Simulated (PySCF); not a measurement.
Computed with B3LYP-D3(BJ)/def2-TZVP // r2SCAN-D4/def2-SVP (PySCF). Gas-phase values, no solvent. One relaxed conformer stands for a flexible species; it need not be the lowest. B3LYP has the VWN-RPA correlation part, as in Gaussian. 

Reference species: [Y(Cl)3] (neutral, multiplicity 1).

```
Item                  Result
-------------------  -------
HOMO–LUMO gap        5.55 eV
coordination number        3
```

Changed species: [Y(Cl)2(OH)] (1 of 3 Cl replaced by OH; the reference has 0 of 3 Cl replaced by OH).

Task: Give the shifts of the HOMO–LUMO gap and coordination number.

Result: the HOMO–LUMO gap increases by 0.10 eV, to 5.65 eV; the coordination number is nearly the same.
